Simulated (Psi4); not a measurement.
Psi4 input (wB97X-D/6-311+G**):

```
memory 1500 MB

molecule {
0 1
Si    0.01529876    0.01273124    0.57681924
F     1.02401244   -0.69021782   -0.46109671
F    -1.04781051    0.67041367   -0.43617766
symmetry c1
no_reorient
no_com
}

set {
  basis 6-311+G**
  reference rks
  scf_type pk
  dft_radial_points 99
  dft_spherical_points 590
  e_convergence 1e-8
  d_convergence 1e-7
  maxiter 150
}

e = energy('wb97x-d')
print_out(f'\nFINAL {e:.10f} DIPOLE {variable("CURRENT DIPOLE")[0]:.6f} {variable("CURRENT DIPOLE")[1]:.6f} {variable("CURRENT DIPOLE")[2]:.6f}\n')
```

Predict the final energy.

-489.26901 Eh.
